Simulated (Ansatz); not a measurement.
Born–Oppenheimer molecular dynamics of CH₃FSSi (7 atoms, charge 0, multiplicity 1). It starts from a relaxed structure.

All numbers below come from RKS PBE0-D4/cc-pVDZ (Ansatz 0.2.0).

```
ensemble             : NVT, Langevin thermostat
time step            : 0.5 fs
steps asked          : 100
set temperature      : 700 K
friction             : 0.005 /fs
temperature schedule : 25 steps to 700 K, then 75 steps to 175 K
seed                 : 47480
```

Frames 2.5 fs apart, positions in Å, forces in eV/Å.

Velocities at 0 fs (Å/ps):

```
F 2.43 -0.78 -3.92
Si -4.71 -2.99 -2.06
C 1.09 -3.73 3.79
S 2.14 3.91 0.60
H -20.75 46.27 0.32
H -4.76 -40.83 18.56
H 29.99 12.35 48.39
```

```xyz
7
Properties=species:S:1:pos:R:3:forces:R:3 time_fs=0 energy_less_start_eV=0.000 T=600
F -0.340 0.733 -1.921 0.00 0.00 0.00
Si 0.084 0.703 -0.327 0.00 0.01 0.00
C -0.154 -1.035 0.368 -0.01 -0.02 0.01
S 0.218 -1.252 1.935 0.00 0.00 -0.01
H 1.524 1.078 -0.221 0.00 0.00 0.00
H -0.804 1.649 0.408 0.00 0.00 0.00
H -0.528 -1.875 -0.242 0.01 0.01 0.00
7
Properties=species:S:1:pos:R:3:forces:R:3 time_fs=2.5 energy_less_start_eV=0.150 T=471
F -0.332 0.730 -1.931 -0.07 0.01 0.06
Si 0.070 0.694 -0.331 0.37 -0.28 -0.17
C -0.150 -1.042 0.382 1.00 2.20 0.92
S 0.224 -1.242 1.936 0.18 0.07 0.76
H 1.474 1.191 -0.216 0.04 -0.19 -0.01
H -0.810 1.551 0.452 -0.52 0.48 0.21
H -0.463 -1.871 -0.142 -1.00 -2.28 -1.77
7
Properties=species:S:1:pos:R:3:forces:R:3 time_fs=5 energy_less_start_eV=0.143 T=472
F -0.327 0.726 -1.939 -0.15 0.00 0.06
Si 0.054 0.686 -0.336 0.56 -0.16 -0.15
C -0.142 -1.038 0.395 0.04 -0.81 -1.09
S 0.230 -1.233 1.938 0.34 0.17 1.37
H 1.421 1.284 -0.205 0.04 -0.35 -0.04
H -0.829 1.470 0.500 -0.77 0.66 0.22
H -0.452 -1.970 -0.121 -0.07 0.49 -0.38
7
Properties=species:S:1:pos:R:3:forces:R:3 time_fs=7.5 energy_less_start_eV=0.288 T=338
F -0.322 0.722 -1.944 -0.22 -0.01 -0.01
Si 0.038 0.680 -0.341 0.06 0.35 0.38
C -0.132 -1.034 0.400 -0.45 -2.68 -1.69
S 0.234 -1.222 1.946 0.35 0.25 1.29
H 1.355 1.361 -0.191 0.24 -0.37 -0.04
H -0.877 1.421 0.557 -0.45 0.34 -0.26
H -0.466 -2.042 -0.119 0.47 2.11 0.33
7
Properties=species:S:1:pos:R:3:forces:R:3 time_fs=10 energy_less_start_eV=0.249 T=501
F -0.314 0.714 -1.951 -0.26 -0.01 -0.06
Si 0.021 0.676 -0.345 -0.67 0.77 1.05
C -0.121 -1.035 0.397 -0.02 -1.56 -0.65
S 0.238 -1.212 1.958 0.29 0.27 0.86
H 1.290 1.418 -0.171 0.41 -0.29 -0.01
H -0.960 1.387 0.606 0.13 -0.05 -0.90
H -0.457 -1.991 -0.088 0.12 0.88 -0.29
7
Properties=species:S:1:pos:R:3:forces:R:3 time_fs=12.5 energy_less_start_eV=0.336 T=453
F -0.306 0.705 -1.959 -0.27 -0.04 -0.09
Si -0.001 0.673 -0.347 -0.90 0.88 1.31
C -0.113 -1.044 0.393 1.12 1.59 1.27
S 0.239 -1.198 1.970 0.17 0.20 0.28
H 1.237 1.465 -0.153 0.37 -0.30 0.02
H -1.049 1.352 0.599 0.41 -0.18 -1.11
H -0.442 -1.905 -0.071 -0.90 -2.16 -1.68
7
Properties=species:S:1:pos:R:3:forces:R:3 time_fs=15 energy_less_start_eV=0.180 T=555
F -0.299 0.700 -1.966 -0.22 -0.08 -0.04
Si -0.023 0.674 -0.346 -0.65 0.76 0.89
C -0.102 -1.046 0.391 0.55 0.11 0.74
S 0.243 -1.185 1.983 0.01 0.09 -0.35
H 1.195 1.499 -0.135 0.30 -0.31 0.05
H -1.116 1.314 0.521 0.21 0.00 -0.78
H -0.456 -1.919 -0.139 -0.19 -0.57 -0.51
7
Properties=species:S:1:pos:R:3:forces:R:3 time_fs=17.5 energy_less_start_eV=0.205 T=547
F -0.293 0.696 -1.973 -0.14 -0.14 -0.01
Si -0.044 0.680 -0.344 0.07 0.33 0.17
C -0.089 -1.049 0.391 -0.25 -1.63 -0.51
S 0.247 -1.173 1.995 -0.15 -0.06 -0.89
H 1.171 1.516 -0.125 0.17 -0.31 0.10
H -1.168 1.280 0.397 -0.43 0.38 -0.11
H -0.466 -1.961 -0.257 0.72 1.43 1.25
7
Properties=species:S:1:pos:R:3:forces:R:3 time_fs=20 energy_less_start_eV=0.193 T=591
F -0.287 0.694 -1.980 -0.06 -0.20 0.04
Si -0.067 0.686 -0.342 0.52 -0.09 -0.33
C -0.079 -1.061 0.386 -0.06 -0.64 -0.12
S 0.252 -1.164 2.006 -0.30 -0.20 -1.46
H 1.164 1.504 -0.128 0.03 -0.24 0.20
H -1.242 1.267 0.273 -0.73 0.57 0.30
H -0.433 -1.917 -0.315 0.59 0.81 1.35
7
Properties=species:S:1:pos:R:3:forces:R:3 time_fs=22.5 energy_less_start_eV=0.214 T=547
F -0.279 0.691 -1.984 0.03 -0.25 0.01
Si -0.087 0.694 -0.340 -0.08 -0.09 -0.27
C -0.067 -1.074 0.378 0.77 2.14 1.99
S 0.258 -1.157 2.016 -0.40 -0.29 -1.96
H 1.170 1.470 -0.130 -0.06 -0.10 0.31
H -1.349 1.294 0.163 0.01 0.23 0.24
H -0.357 -1.833 -0.310 -0.26 -1.63 -0.32
7
Properties=species:S:1:pos:R:3:forces:R:3 time_fs=25 energy_less_start_eV=0.286 T=478
F -0.274 0.688 -1.987 0.14 -0.27 0.04
Si -0.106 0.703 -0.337 -0.84 -0.03 -0.33
C -0.051 -1.074 0.379 0.63 2.42 2.11
S 0.263 -1.148 2.022 -0.41 -0.33 -2.06
H 1.176 1.431 -0.117 -0.14 0.06 0.35
H -1.455 1.322 0.066 0.84 -0.12 0.23
H -0.286 -1.831 -0.330 -0.22 -1.73 -0.36
7
Properties=species:S:1:pos:R:3:forces:R:3 time_fs=27.5 energy_less_start_eV=0.319 T=419
F -0.269 0.685 -1.990 0.23 -0.27 0.12
Si -0.126 0.713 -0.335 -1.06 -0.18 -0.56
C -0.030 -1.064 0.390 -0.13 -0.01 -0.06
S 0.269 -1.140 2.027 -0.33 -0.28 -1.76
H 1.180 1.390 -0.091 -0.21 0.20 0.34
H -1.516 1.337 -0.014 1.13 -0.23 0.37
H -0.228 -1.924 -0.366 0.37 0.76 1.55
```

Of the whole run (50 fs, mean temperature of the second half 405 K): The schedule's set-point averaged 350 K over the second half and the system 405 K, so it lags behind the ramp. A run of 0.05 ps of so small a system gives no equilibrium averages.

The run took 6.4 min on 1 thread of Arm Neoverse N1 (shared host), peak memory 0.14 GiB.
